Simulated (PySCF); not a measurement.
Ranking problems on computed properties.

Each SMILES stands for a single optimised conformer of the isolated species, non-relativistic unless stated. Electronic properties by PySCF.

Dipoles, sizes and rotational constants follow the conformer. The torsions of the flexible species, by atom-mapped SMILES:
- `[CH2:1]=[CH:2]/[CH:3]=[CH:4]\[CH2:5][O:6][SiH3:7]`: C1–C2–C3–C4 -179°, C3–C4–C5–O6 -178°, C4–C5–O6–Si7 -175°
- `[SiH3:1][GeH2:2][GeH2:3][SH:4]`: Si1–Ge2–Ge3–S4 -175°, H–S4–Ge3–Ge2 -57°
- `[CH2:1]=[CH:2]/[CH:3]=[C:4](\[CH3:5])[O:6][SiH3:7]`: C1–C2–C3–C4 179°, C3–C4–O6–Si7 -3°
- `[CH2:1]=[CH:2][CH2:3][SiH2:4][O:5][CH:6]=[CH2:7]`: C1–C2–C3–Si4 110°, C2–C3–Si4–O5 58°, C3–Si4–O5–C6 -154°, Si4–O5–C6–C7 -163°
- `[CH2:1]=[C:2]([O:3][SiH3:4])[CH:5]1[CH2:6][CH2:7]1`: C1–C2–O3–Si4 0°, C1–C2–C5–C6 34°
- `[NH2:1][B:2]([NH2:3])[AsH2:4]`: H–N1–B2–N3 0°, H–N1–B2–N3 179°, H–N3–B2–N1 -1°, H–N3–B2–N1 179°, H–As4–B2–N1 57°, H–As4–B2–N1 -35°
- `[CH3:1][CH:2]([CH3:3])[CH2:4][CH:5][Cl:6]`: C1–C2–C4–C5 -60°, C2–C4–C5–Cl6 -69°
- `[CH2:1]=[CH:2][CH:3][CH:4]=[C:5]=[O:6]`: C1–C2–C3–C4 180°, C2–C3–C4–C5 180°
- `[CH2:1]=[CH:2][C@H:3]([CH3:4])[C:5]([CH3:6])[SH:7]`: C1–C2–C3–C4 11°, C2–C3–C5–C6 66°, H–S7–C5–C3 169°
- `[CH2:1][S:2][CH2:3][CH2:4][C:5](=[CH2:6])[CH3:7]`: C1–S2–C3–C4 70°, S2–C3–C4–C5 180°, C3–C4–C5–C6 -111°

The conformers of `C=C[Si@@H]1CCCO1` and `C[C@H]1[CH+][CH]C[SiH2]O1` [charge +1 and doublet state] aren't listed.

(1) Rank by HOMO energy, lowest first (wB97X-D/def2-SVPD at PBE0-D3(BJ)/def2-SVP geometries).
A. `C=C[Si@@H]1CCCO1`
B. `C=C/C=C(\C)O[SiH3]`
C. `[SiH3][GeH2][GeH2][SH]`
D. `C=C/C=C\CO[SiH3]`

(2) Rank by HOMO–LUMO gap, lowest first (wB97X-D/def2-SVPD at PBE0-D3(BJ)/def2-SVP geometries).
A. `C=C/C=C(\C)O[SiH3]`
B. `[SiH3][GeH2][GeH2][SH]`
C. `C=C/C=C\CO[SiH3]`
D. `C=C[Si@@H]1CCCO1`

(3) Rank by smallest rotational constant, lowest first (PBE0-D3(BJ)/def2-SVP).
A. `C=CC[SiH2]OC=C`
B. `NB(N)[AsH2]`
C. `C=C/C=C\CO[SiH3]`
D. `C=C(O[SiH3])C1CC1`

(4) By how much do the two ends of that ranking differ?

(5) Rank by vertical ionisation energy, lowest first (ΔSCF wB97X-D/def2-SVPD at PBE0-D3(BJ)/def2-SVP geometries).
A. `C=C[Si@@H]1CCCO1`
B. `C=C/C=C(\C)O[SiH3]`
C. `[SiH3][GeH2][GeH2][SH]`
D. `C=C/C=C\CO[SiH3]`

(6) By how much do the two ends of that ranking differ?

(7) Rank by isotropic g value, lowest first (unrestricted B3LYP/pcH-1, mean-field spin–orbit at GFN2-xTB geometries).
A. `[CH2]SCCC(=C)C` [radical]
B. `C=C[C@H](C)[C](C)S` [radical]
C. `C[C@H]1[CH+][CH]C[SiH2]O1` [radical]
D. `CC(C)C[CH]Cl` [radical]
E. `C=C[CH]C=C=O` [radical]

## Answers

(1) A (-9.58 eV), C (-8.85 eV), D (-8.41 eV), B (-7.79 eV).

(2) A (9.01 eV), C (9.12 eV), B (9.68 eV), D (10.82 eV).

(3) C (0.647 GHz), A (0.890 GHz), D (0.994 GHz), B (2.008 GHz).

(4) By 1.361 GHz, between `NB(N)[AsH2]` and `C=C/C=C\CO[SiH3]`.

(5) B (7.88 eV), D (8.56 eV), C (9.05 eV), A (9.75 eV).

(6) By 1.87 eV, between `C=C[Si@@H]1CCCO1` and `C=C/C=C(\C)O[SiH3]`.

(7) E (2.00180), C (2.00353), B (2.00396), A (2.00522), D (2.00607).
